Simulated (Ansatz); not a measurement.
Reaction (atomization): `C[Si](C)(C)O` → 3 C• + 10 H• + O• + Si•

Computed with Ansatz on PBE0-D4/def2-TZVP structures; ΔE is electronic, products minus reactants. CCSD(T)/CBS is the MP2 limit (def2-TZVPP, def2-QZVPP) plus CCSD(T) − MP2 in def2-TZVPP, frozen cores. This one scheme is used for every species, atoms too. Functionals use def2-TZVPP. Open shells (•) are unrestricted, without spin–orbit coupling. Spin–orbit coupling would lower the free atoms: a little for C, O, Si. Each species was taken in one conformer, which may not be the lowest.

CCSD(T)/CBS gives +5781.3 kJ/mol.

Q: Another level gave +5775.8 kJ/mol. Which?
A. CAM-B3LYP/def2-TZVPP
B. CAM-B3LYP-D4/def2-TZVPP
C. CCSD/def2-TZVPP
D. r2SCAN/def2-TZVPP

A: D. r2SCAN 5775.8, CAM-B3LYP 5771.4, CCSD/def2-TZVPP 5586.6, CAM-B3LYP-D4 5796.7 kJ/mol.

Largest T1 diagnostic among the species: 0.012.

From r2SCAN to r2SCAN0 (25 % exact exchange), in def2-TZVPP and without D4, ΔE moves by −56.0 kJ/mol: exact exchange takes away binding that semilocal exchange gives to molecules. In def2-TZVPP, CCSD(T) changes the Hartree–Fock value by +1282.8 kJ/mol (the triples alone add +62.4 kJ/mol) and MP2 by +1334.1 kJ/mol; breaking electron pairs costs correlation energy, which Hartree–Fock lacks.

For atomizations the MP2-based limit and the directly extrapolated one differ by several kJ/mol either way, and by 10 to 25 for some Ge, Se and Sn compounds, so smaller differences from it don't rank the levels.
